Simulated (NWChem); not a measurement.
Atomisation of C$_{2}$H$_{6}$GeO

```
O
C 1 1.4055
H 2 1.1048 1 113.50
H 2 1.1052 3 108.03 1 -122.07
H 2 1.1052 3 108.03 4 -115.86
Ge 1 1.7991 2 132.77 3 0.00
C 6 2.0275 1 100.76 2 0.00
H 7 1.1021 6 109.37 1 180.00
H 7 1.1046 8 108.20 6 121.85
H 7 1.1046 8 108.20 9 116.30
```
Charge 0, spin multiplicity 1.

Everything below was run with NWChem. All single points use one geometry, from B3LYP/def2-SVP, a minimum by its harmonic frequencies. It is one conformer; others weren't searched.

Basis set: def2-TZVP. The atomisation energy is electronic alone: no zero-point, thermal, spin-orbit or counterpoise terms. No value is extrapolated to the basis-set limit. Free atoms are single determinants with multiplicities Ge 3, C 3, H 2, O 3. Correlated methods freeze the same cores in atoms and molecule, 12 orbitals in all.

```tsv
method	atomisation energy (kcal/mol)	relative cost
PBE	878.3	under 3
PBE0	860.4	1
r2SCAN	865.5	under 3
M06-2X	863.6	under 3
MP2	844.4	5
HF	621.7	under 3
CAM-B3LYP	865.0	10
B3LYP	859.3	under 3
```

The values span 256.6 kcal/mol, from HF (lowest) to PBE (highest). Relative cost: rough, from shared machines, SCF included, PBE0 = 1. Costs are the molecule's.

The Hamiltonian is non-relativistic. B3LYP has NWChem's definition, with VWN1-RPA local correlation. GW and range-separated runs recompute their integrals, the others keep them in memory, which bears on the times. The structure started from a generated list of species. No SCF solution was tested for a lower state. Open-shell Hartree-Fock references start from PBE0 orbitals; any time given for them includes that run.
